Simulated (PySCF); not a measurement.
Species: F2H3S2Si2 (doublet state).
Geometry (GFN2-xTB, Å), atoms numbered from 1 in this order:
```xyz
9
F2H3S2Si2 angstrom
F     -0.439   -1.874    1.107
Si    -0.922   -0.568    0.323
F     -1.235    0.361    1.587
S     -2.682   -0.945   -0.791
S      0.642    0.252   -0.836
Si     2.103    0.628    0.731
H     -2.211   -0.502   -1.949
H      1.509    1.561    1.675
H      3.249    1.093   -0.028
```

The hyperfine couplings belong to this conformer and change with its torsions.

Identity: `[SiH2]S[Si](S)(F)F` [radical].

Theory: UKS B3LYP, pcH-1 on F H S Si, non-relativistic, mean-field spin-orbit, GIAO (PySCF 2.14.0). Geometry: GFN2-xTB, one conformer, isolated molecule. Couplings are sensitive to structure, and on GFN2-xTB geometries they can be far from those on DFT ones, by a factor of two or more for some ions and for spin on atoms past the first row. The SCF solution wasn't tested for stability.

Principal values of hyperfine tensors in MHz (contact, dipolar and spin–orbit terms together), for some of the nuclei:

| atom | isotope | A1 | A2 | A3 |
| --- | --- | --- | --- | --- |
| Si6 | 29Si | -742.61 | -496.45 | -493.76 |
| H8 | 1H | 89.55 | 99.21 | 105.54 |
| H9 | 1H | 46.22 | 55.35 | 62.91 |
| S5 | 33S | -11.37 | -8.79 | 26.97 |
| F1 | 19F | -7.93 | -4.76 | 7.68 |
| F3 | 19F | -2.79 | -1.79 | 2.05 |
| H7 | 1H | -1.05 | -0.98 | 1.12 |
| S4 | 33S | -0.15 | -0.06 | 0.58 |

Give the isotropic coupling of each nucleus in MHz and in mT (g = 2.0054), and the anisotropic part.

a_iso = (A1 + A2 + A3)/3, Ti = Ai − a_iso; 1 mT corresponds to 28.068 MHz. The tensors hold a spin–orbit part: the run splits a_iso into a_FC + a_SO, and T includes its anisotropic share.

| atom | a_iso (MHz) | a_FC | a_SO | a_iso (mT) | T1 | T2 | T3 |
| --- | --- | --- | --- | --- | --- | --- | --- |
| Si6 | -577.61 | -578.39 | 0.79 | -20.579 | -165.00 | 81.15 | 83.84 |
| H8 | 98.10 | 98.07 | 0.03 | 3.495 | -8.55 | 1.11 | 7.45 |
| H9 | 54.83 | 54.79 | 0.03 | 1.953 | -8.61 | 0.52 | 8.09 |
| S5 | 2.27 | 2.22 | 0.05 | 0.081 | -13.64 | -11.06 | 24.70 |
| F1 | -1.67 | -1.74 | 0.07 | -0.059 | -6.26 | -3.09 | 9.35 |
| F3 | -0.85 | -0.86 | 0.01 | -0.030 | -1.95 | -0.95 | 2.89 |
| H7 | -0.30 | -0.30 | 0.00 | -0.011 | -0.75 | -0.67 | 1.42 |
| S4 | 0.13 | 0.14 | -0.01 | 0.004 | -0.27 | -0.18 | 0.46 |

What spin density at the nucleus of S5 lies behind its contact coupling (g_N = 0.42921)?

a_FC = 800.24 MHz bohr³ × g_N × ρ(0)/(2S). With a_FC = 2.22 MHz and 2S = 1, ρ(0) = 0.006464 bohr⁻³.

Si2 (29Si, g_N = -1.11058) isn't in the table. Its spin density at the nucleus is 0.01189 bohr⁻³. What is its contact coupling?

By the same relation, a_FC = -10.57 MHz. Its full tensor has the principal values -12.60, -9.89, -9.13 MHz.

Name the largest traceless tensor T of the table and describe it.

Si6: -165.0, 81.2, 83.8 MHz (the dipolar term alone has -164.3, 80.8, 83.5), axial, in the ratio +1:+1:−2, the form that spin in one p orbital centred on that nucleus gives (the nuclear moment is negative).

What first-order splitting does H8 cause when the field lies along A1, A2 or A3 of its tensor (g taken as isotropic, no quadrupole term)?

2 lines (I = 1/2), spaced by |A_i|/(g × 13.996): 3.19, 3.53, 3.76 mT along the axes of A1, A2 and A3.

Hardware: Arm Neoverse V1, one thread (shared host). Cost: 53 s of wall time (with the writing of density and orbital grids), 0.80 GiB resident at most.
